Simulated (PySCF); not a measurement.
PySCF input for hexafluoro-2-butyne (C₄F₆), SMILES FC(F)(F)C#CC(F)(F)F, PBE-D3(BJ)/def2-SVP. Geometry optimised at PBE-D3(BJ)/def2-SVP.

```python
import numpy as np
from pyscf import gto, scf, dft, df
from pyscf.hessian import thermo

mol = gto.M(
    atom='''
    F     0.02113934    1.26083316    2.56040644
    C     0.00000000   -0.00000000    2.08365395
    F    -1.10248322   -0.61210938    2.56040644
    F     1.08134388   -0.64872378    2.56040644
    C     0.00000000   -0.00000000    0.60911171
    C     0.00000000    0.00000000   -0.60911171
    C     0.00000000    0.00000000   -2.08365395
    F     0.02113970   -1.26083316   -2.56040644
    F    -1.10248339    0.61210906   -2.56040644
    F     1.08134369    0.64872410   -2.56040644
    ''',
    basis='def2-SVP',
    charge=0,
    spin=0,
    max_memory=1600,
    verbose=3,
)
mf = dft.RKS(mol, xc='pbe').density_fit(auxbasis='def2-universal-jkfit')
mf.disp = 'd3bj'
mf.grids.level = 3
mf.conv_tol = 1e-11
mf.max_cycle = 100
mf.kernel()

# [left out here: the lines that compute and print the analytic Hessian (its translational invariance restored by hand, since the grid's response is missing), thermochemistry and intensities]
```

Output:

```
converged SCF energy = -750.117545430351

WARN: DFTD3 does not support analytical Hessian, using finite difference


WARN: Mole.unit (angstrom) is changed to Bohr

Mode                                 0                   1                   2
Irrep
Freq [cm^-1]                        3.4072             73.8138             73.9309
Reduced mass [au]                  18.9984             16.1145             16.1144
Force const [Dyne/A]                0.0001              0.0517              0.0519
Char temp [K]                       4.9023            106.2016            106.3700
Normal mode                   x     y     z       x     y     z       x     y     z
       0   F                -0.09  0.00 -0.00   -0.00 -0.03  0.10   -0.03 -0.00  0.00
       1   C                -0.00 -0.00 -0.00    0.00  0.01 -0.00    0.01 -0.00 -0.00
       2   F                 0.05 -0.08  0.00   -0.00 -0.03 -0.05   -0.03 -0.00 -0.09
       3   F                 0.05  0.08  0.00    0.00 -0.03 -0.05   -0.03  0.00  0.09
       4   C                 0.00 -0.00 -0.00    0.00  0.11 -0.00    0.11 -0.00 -0.00
       5   C                 0.00  0.00  0.00    0.00  0.11 -0.00    0.11 -0.00  0.00
       6   C                -0.00  0.00  0.00   -0.00  0.01 -0.00    0.01  0.00  0.00
       7   F                -0.09 -0.00  0.00    0.00 -0.03  0.10   -0.03  0.00 -0.00
       8   F                 0.05  0.08 -0.00    0.00 -0.03 -0.05   -0.03  0.00  0.09
       9   F                 0.05 -0.08 -0.00   -0.00 -0.03 -0.05   -0.03 -0.00 -0.09
Mode                                 3                   4                   5
Irrep
Freq [cm^-1]                      188.1198            188.1737            286.3337
Reduced mass [au]                  16.3042             16.3044             18.1764
Force const [Dyne/A]                0.3400              0.3402              0.8780
Char temp [K]                     270.6625            270.7401            411.9704
Normal mode                   x     y     z       x     y     z       x     y     z
       0   F                 0.00 -0.01 -0.11    0.02 -0.00  0.00    0.00  0.01 -0.09
       1   C                -0.00 -0.05 -0.00    0.05 -0.00 -0.00    0.00  0.00 -0.06
       2   F                 0.00 -0.02  0.05    0.01 -0.00 -0.10   -0.01 -0.01 -0.09
       3   F                -0.01 -0.02  0.06    0.01  0.01  0.09    0.01 -0.01 -0.09
       4   C                -0.00 -0.10 -0.00    0.10 -0.00  0.00   -0.00  0.00 -0.01
       5   C                -0.00  0.10  0.00   -0.10 -0.00  0.00   -0.00 -0.00  0.01
       6   C                 0.00  0.05  0.00   -0.05  0.00 -0.00    0.00 -0.00  0.06
       7   F                 0.00  0.01  0.11   -0.02 -0.00  0.00    0.00 -0.01  0.09
       8   F                 0.00  0.02 -0.05   -0.01 -0.00 -0.10   -0.01  0.01  0.09
       9   F                -0.01  0.02 -0.06   -0.01  0.01  0.09    0.01  0.01  0.09
Mode                                 6                   7                   8
Irrep
Freq [cm^-1]                      415.9682            415.9959            463.0900
Reduced mass [au]                  15.9023             15.9021             15.9849
Force const [Dyne/A]                1.6212              1.6214              2.0197
Char temp [K]                     598.4856            598.5254            666.2834
Normal mode                   x     y     z       x     y     z       x     y     z
       0   F                -0.08  0.00 -0.00   -0.00 -0.03  0.07   -0.09  0.00 -0.00
       1   C                -0.00 -0.00 -0.00   -0.00  0.00 -0.00    0.03 -0.00 -0.00
       2   F                 0.00  0.05  0.06   -0.05  0.05 -0.03    0.02  0.06  0.03
       3   F                 0.00 -0.05 -0.06    0.05  0.05 -0.03    0.01 -0.06 -0.03
       4   C                 0.12 -0.00 -0.00   -0.00 -0.12 -0.00    0.11 -0.00 -0.00
       5   C                 0.12  0.00  0.00    0.00 -0.12 -0.00   -0.11 -0.00 -0.00
       6   C                -0.00  0.00  0.00    0.00  0.00 -0.00   -0.03 -0.00 -0.00
       7   F                -0.08 -0.00  0.00    0.00 -0.03  0.07    0.09  0.00 -0.00
       8   F                 0.00 -0.05 -0.06    0.05  0.05 -0.03   -0.02  0.06  0.03
       9   F                 0.00  0.05  0.06   -0.05  0.05 -0.03   -0.01 -0.06 -0.03
Mode                                 9                  10                  11
Irrep
Freq [cm^-1]                      463.1130            585.5421            585.5538
Reduced mass [au]                  15.9849             16.2351             16.2352
Force const [Dyne/A]                2.0199              3.2796              3.2798
Char temp [K]                     666.3165            842.4647            842.4815
Normal mode                   x     y     z       x     y     z       x     y     z
       0   F                -0.00 -0.05  0.03   -0.06  0.00  0.00   -0.00 -0.08 -0.04
       1   C                -0.00 -0.03 -0.00    0.06  0.00 -0.00    0.00 -0.06 -0.00
       2   F                -0.06  0.06 -0.02    0.05  0.06 -0.04   -0.06  0.03  0.02
       3   F                 0.06  0.05 -0.02    0.04 -0.06  0.04    0.06  0.03  0.02
       4   C                -0.00 -0.11 -0.00   -0.09 -0.00 -0.00   -0.00  0.09 -0.00
       5   C                -0.00  0.11  0.00   -0.09 -0.00  0.00   -0.00  0.09 -0.00
       6   C                -0.00  0.03  0.00    0.06  0.00  0.00    0.00 -0.06 -0.00
       7   F                -0.00  0.05 -0.03   -0.06 -0.00 -0.00    0.00 -0.08 -0.04
       8   F                -0.06 -0.06  0.02    0.04 -0.06  0.04    0.06  0.03  0.02
       9   F                 0.06 -0.05  0.02    0.04  0.06 -0.04   -0.06  0.03  0.02
Mode                                12                  13                  14
Irrep
Freq [cm^-1]                      615.3551            615.3643            618.3673
Reduced mass [au]                  14.6432             14.6433             15.3873
Force const [Dyne/A]                3.2669              3.2670              3.4666
Char temp [K]                     885.3590            885.3722            889.6928
Normal mode                   x     y     z       x     y     z       x     y     z
       0   F                 0.05 -0.00 -0.00    0.00  0.07  0.04   -0.00 -0.06  0.04
       1   C                -0.05 -0.00  0.00   -0.00  0.05  0.00   -0.00  0.00 -0.07
       2   F                -0.04 -0.05  0.04    0.05 -0.02 -0.02    0.05  0.03  0.04
       3   F                -0.04  0.05 -0.04   -0.05 -0.02 -0.02   -0.05  0.03  0.04
       4   C                 0.14  0.00  0.00    0.00 -0.14  0.00    0.00 -0.00 -0.11
       5   C                -0.14 -0.00  0.00   -0.00  0.14 -0.00   -0.00 -0.00 -0.11
       6   C                 0.05  0.00  0.00    0.00 -0.05 -0.00    0.00  0.00 -0.07
       7   F                -0.05 -0.00 -0.00    0.00 -0.07 -0.04    0.00 -0.06  0.04
       8   F                 0.04 -0.05  0.04    0.05  0.02  0.02   -0.05  0.03  0.04
       9   F                 0.04  0.05 -0.04   -0.05  0.02  0.02    0.05  0.03  0.04
Mode                                15                  16                  17
Irrep
Freq [cm^-1]                      750.5662            890.4652           1156.3782
Reduced mass [au]                  17.8973             15.7486             13.1651
Force const [Dyne/A]                5.9404              7.3574             10.3723
Char temp [K]                    1079.8976           1281.1812           1663.7707
Normal mode                   x     y     z       x     y     z       x     y     z
       0   F                 0.00  0.09  0.00   -0.00 -0.07 -0.03    0.00 -0.06 -0.02
       1   C                -0.00 -0.00  0.07   -0.00 -0.00  0.02   -0.02  0.18 -0.00
       2   F                -0.08 -0.04  0.00    0.06  0.03 -0.03   -0.01 -0.02  0.01
       3   F                 0.08 -0.05  0.00   -0.06  0.04 -0.03    0.03 -0.03  0.01
       4   C                -0.00  0.00  0.01   -0.00  0.00  0.12    0.00 -0.01 -0.00
       5   C                -0.00 -0.00 -0.01    0.00  0.00  0.12   -0.00  0.01  0.00
       6   C                -0.00  0.00 -0.07    0.00  0.00  0.02    0.02 -0.18  0.00
       7   F                 0.00 -0.09 -0.00    0.00 -0.07 -0.03   -0.00  0.06  0.02
       8   F                -0.08  0.04 -0.00   -0.06  0.03 -0.03   -0.03  0.03 -0.01
       9   F                 0.08  0.05 -0.00    0.06  0.04 -0.03    0.01  0.02 -0.01
Mode                                18                  19                  20
Irrep
Freq [cm^-1]                     1156.3822           1167.8878           1167.8896
Reduced mass [au]                  13.1651             13.1283             13.1283
Force const [Dyne/A]               10.3724             10.5502             10.5502
Char temp [K]                    1663.7765           1680.3306           1680.3331
Normal mode                   x     y     z       x     y     z       x     y     z
       0   F                 0.01  0.01  0.00   -0.01 -0.05 -0.02   -0.01  0.03  0.01
       1   C                -0.18 -0.02  0.00    0.10  0.15 -0.00    0.15 -0.10  0.00
       2   F                 0.05  0.02 -0.02   -0.04 -0.03  0.02   -0.03 -0.00  0.01
       3   F                 0.04 -0.02  0.02   -0.01 -0.01 -0.00   -0.05  0.03 -0.02
       4   C                 0.01  0.00 -0.00   -0.01 -0.01  0.00   -0.01  0.01 -0.00
       5   C                -0.01 -0.00 -0.00   -0.01 -0.01  0.00   -0.01  0.01 -0.00
       6   C                 0.18  0.02 -0.00    0.10  0.15 -0.00    0.15 -0.10  0.00
       7   F                -0.01 -0.01 -0.00   -0.01 -0.05 -0.02   -0.01  0.03  0.01
       8   F                -0.04  0.02 -0.02   -0.01 -0.01 -0.00   -0.05  0.03 -0.02
       9   F                -0.05 -0.02  0.02   -0.04 -0.03  0.02   -0.03 -0.00  0.01
Mode                                21                  22                  23
Irrep
Freq [cm^-1]                     1207.6012           1266.8333           2327.8055
Reduced mass [au]                  12.8792             12.2573             12.0119
Force const [Dyne/A]               11.0659             11.5900             38.3491
Char temp [K]                    1737.4692           1822.6910           3349.1939
Normal mode                   x     y     z       x     y     z       x     y     z
       0   F                 0.00  0.03  0.03   -0.00 -0.01 -0.02    0.00  0.00  0.00
       1   C                -0.00 -0.00 -0.18    0.00  0.00  0.17    0.00  0.00  0.03
       2   F                -0.02 -0.01  0.03    0.01  0.01 -0.02   -0.00 -0.00  0.00
       3   F                 0.02 -0.01  0.03   -0.01  0.01 -0.02    0.00 -0.00  0.00
       4   C                 0.00  0.00 -0.02   -0.00 -0.00 -0.10   -0.00 -0.00 -0.20
       5   C                 0.00 -0.00  0.02    0.00 -0.00 -0.10    0.00  0.00  0.20
       6   C                -0.00  0.00  0.18   -0.00  0.00  0.17    0.00  0.00 -0.03
       7   F                 0.00 -0.03 -0.03    0.00 -0.01 -0.02    0.00 -0.00 -0.00
       8   F                -0.02  0.01 -0.03   -0.01  0.01 -0.02   -0.00  0.00 -0.00
       9   F                 0.02  0.01 -0.03    0.01  0.01 -0.02    0.00  0.00 -0.00
temperature 298.1500 [K]
pressure 101325.00 [Pa]
Rotational constants [GHz] 2.78812 0.53135 0.53135
Symmetry number 6
Zero-point energy (ZPE) 0.03801 [Eh]   99792.110 [J/mol]
                           tot       elec      trans        rot        vib
Entropy [J/mol/K]       411.810      0.000    172.199    112.259    127.351
Cv [J/mol/K]            127.552      0.000     12.472     12.472    102.609
Cp [J/mol/K]            135.867      0.000     20.786     12.472    102.609
Internal energy [J/mol]                      3718.434   3718.434 116189.846
Internal energy [Eh]   -750.07046  -750.11755
Enthalpy [J/mol]                             6197.391   3718.434 116189.846
Enthalpy [Eh]          -750.06951
Gibbs free energy [J/mol]                  -45143.859 -29751.734  78220.045
Gibbs free energy [Eh] -750.11628
mode   freq/cm-1   IR/(km/mol)
   1        3.41         0.000
   2       73.81         0.424
   3       73.93         0.424
   4      188.12         0.000
   5      188.17         0.000
   6      286.33         0.000
   7      415.97         0.043
   8      416.00         0.043
   9      463.09         0.000
  10      463.11         0.000
  11      585.54         3.333
  12      585.55         3.333
  13      615.36         0.000
  14      615.36         0.000
  15      618.37        56.385
  16      750.57         0.000
  17      890.47        48.826
  18     1156.38         0.000
  19     1156.38         0.000
  20     1167.89       592.251
  21     1167.89       592.245
  22     1207.60         0.000
  23     1266.83       938.719
  24     2327.81         0.000
max |gradient| / (hartree/bohr): 0.0001223379917721205
APT charges: [-0.5532  1.9142 -0.5531 -0.5531 -0.2548 -0.2548  1.9142 -0.5532 -0.5531
 -0.5531]
```

The calculation finished and met its thresholds.

Cost: around 4 core-minutes (rough).
